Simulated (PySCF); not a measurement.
Tl⁺: excitation energy

Tl⁺ [Xe] 4f14 5d10 6s2 (1S) → Tl⁺ [Xe] 4f14 5d10 6s1 6p1 (3P), as a difference of total energies. All numbers are calculated (PySCF 2.14, scalar relativity through the core potential, in aug-cc-pVQZ-PP with one added diffuse shell each of s, p, d, f, g type with ECP60MDF (8s8p6d4f3g, 117 functions)). Correlated levels: valence: 5s2 5p6 5d10 frozen. The calculations carry no spin-orbit coupling.

Task: Order these methods by the excitation energy they give, lowest first.
A. r2SCAN
B. MP2 (valence)
C. LDA
D. wB97X-V

Result: B (6.136 eV), D (7.039 eV), A (7.095 eV), C (7.679 eV).

Errors of the correlated levels include the incompleteness of this basis and the frozen core.

For comparison: 7.098 eV (measured; NIST levels, between the centres of gravity of the two terms).
